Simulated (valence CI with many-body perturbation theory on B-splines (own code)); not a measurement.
Results of a calculation; reference values are marked as such.
# Sensitivity of CI+MBPT for Al⁸⁺

Method: relativistic CI+MBPT: three valence electrons over a frozen Dirac-Fock core [He], a basis of 6 s, 6 p, 5 d, 3 f, 1 g functions for each j, with the one-electron correlation potential Σ1, the two-electron term Σ2, the three-electron term Σ3, Breit, model QED; selected CI, second order for the rest, scaled by the run's own slope (own B-spline code, finite nucleus).

No measured levels were compared; by estimate levels of excited configurations hold to 0.05 to 0.15 % of their energy, terms of the ground configuration to about 0.5 %.

The reference run has the lowest level 2s2 2p 2P°_1/2 and an ionisation energy of 330.147 eV. Its largest variational space holds 4148 state functions.

Changed runs:
A. natural orbitals for correlation on → off
B. cutoff of virtual states (hartree) 338 → 7000
C. scale of Σ1 1 → 0
D. box radius (bohr) 6.4853 → 2.59 (bad on purpose)

Excitation energies of the reference run in cm⁻¹, and shifts in cm⁻¹:

| Level | Reference | A | B | C | D |
| --- | --- | --- | --- | --- | --- |
| 2s2 2p 2P°_3/2 | 4886 | -2.1 | +3.3 | -25 | +0.6 |
| 2s 2p2 4P_1/2 | 144952 | -2774 | +104 | +1041 | +31 |
| 2s 2p2 4P_3/2 | 146662 | -2778 | +105 | +1032 | +31 |
| 2s 2p2 4P_5/2 | 149146 | -2785 | +107 | +1019 | +31 |
| 2s 2p2 2D_5/2 | 259914 | +2792 | +110 | +985 | +17 |
| 2s 2p2 2D_3/2 | 259936 | +2802 | +110 | +985 | +17 |
| 2s 2p2 2S_1/2 | 333182 | +4007 | +112 | +944 | +1.0 |
| 2s 2p2 2P_1/2 | 354451 | +4746 | +114 | +1021 | +13 |
| 2s 2p2 2P_3/2 | 357331 | +4754 | +116 | +1008 | +14 |
| 2p3 4S°_3/2 | 460708 | -1401 | +221 | +2103 | +50 |
| 2p3 2D°_5/2 | 520208 | +3822 | +223 | +2043 | +34 |
| 2p3 2D°_3/2 | 520269 | +3836 | +223 | +2045 | +35 |
| Ionisation energy (eV) | 330.147 | -0.435 | +0.009 | -0.245 | +0.0018 |
